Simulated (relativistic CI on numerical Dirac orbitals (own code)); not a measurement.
What each ingredient does to the levels of Bi³⁵⁺

Base calculation: Dirac-Coulomb-Breit CI, orbitals from a KLI potential per configuration, QED by a radiative potential, unscaled Slater integrals.

Configuration list (outside the closed core [Ar] 3d10): 4s²4p⁶4d¹⁰4f², 4s²4p⁶4d⁹4f³, 4s²4p⁶4d¹⁰4f5s, 4s²4p⁵4d¹⁰4f³, 4s²4p⁶4d¹⁰4f5p, 4s²4p⁶4d¹⁰5s², 4s²4p⁶4d¹⁰5s5p, 4s4p⁶4d¹⁰4f³, 4s²4p⁶4d¹⁰4f5d, 4s²4p⁶4d⁹4f²5s, 4s²4p⁶4d¹⁰5p², 4s²4p⁶4d¹⁰5s5d, 4s²4p⁶4d¹⁰4f5f, 4s²4p⁶4d¹⁰5p5d, 4s²4p⁶4d⁹4f²5p, 4s²4p⁶4d¹⁰4f5g, 4s²4p⁶4d¹⁰4f6s, 4s²4p⁶4d¹⁰5d², 4s²4p⁶4d¹⁰4f6p, 4s²4p⁵4d¹⁰4f²5s, 4s²4p⁶4d¹⁰4f6d, 4s²4p⁶4d¹⁰4f6g, 4s²4p⁶4d¹⁰4f7s, 4s4p⁶4d¹⁰4f5s², 4s4p⁶4d¹⁰4f5p². Double excitations out of closed p, d and f shells are left out; levels of such configurations are missing from the list, as are those of other unlisted configurations, and high levels can miss mixing partners.

Variants: (1) valence Slater integrals scaled by 0.9; (2) configuration mixing switched off; (3) only the first 3 configurations. Shifts of the energy above 4s²4p⁶4d¹⁰4f² ³H4, in cm⁻¹, for the lowest level and the first level of each name with at least 55 % of one term (blank where a level changes its place among those of its configuration and J or its character, or is not in the variant):

```csv
Level,Base,Δ(1),Δ(2),Δ(3)
4s²4p⁶4d¹⁰4f² ³H4,0,0,0,0
4s²4p⁶4d¹⁰4f² ³F2,27700,-2163,+1535,+1535
4s²4p⁶4d¹⁰4f² ³H5,58604,+335,+22,+22
4s²4p⁶4d¹⁰4f² ³F3,76123,-1231,+1101,+1101
4s²4p⁶4d¹⁰4f² ³H6,100145,-1519,+471,+471
4s²4p⁶4d¹⁰4f² ³P0,105161,-8926,+3542,+3542
4s²4p⁶4d¹⁰4f² ³P1,139561,-7223,+3774,+3774
4s²4p⁶4d¹⁰4f² ³F4,140190,-1436,+543,+543
4s²4p⁶4d¹⁰4f² ¹I6,153331,-5114,+1557,+1557
4s²4p⁶4d¹⁰4f² ¹S0,282896,-16622,+2049,+2049
4s²4p⁶4d⁹4f³ ⁵G°2,1950978,+11953,-831,-840
4s²4p⁶4d⁹4f³ ⁵D°0,2008900,+8678,-1232,-1232
```

At this charge energies of transitions that change n are usually good to better than 1 %, and those within a shell (Δn = 0) to a few per cent. Terms inside the open d or f shell come out 10 to 20 % too wide with unscaled integrals.

Ionisation energy from the two ground configurations alone: base 1415.92 eV; valence Slater integrals scaled by 0.9 1415.58 eV. The NIST ASD value (theoretical) is 1440 eV.

LS names give the leading component of a level, which can be under half, so a name can repeat, a term be missing and a line seem to break the LS rules.
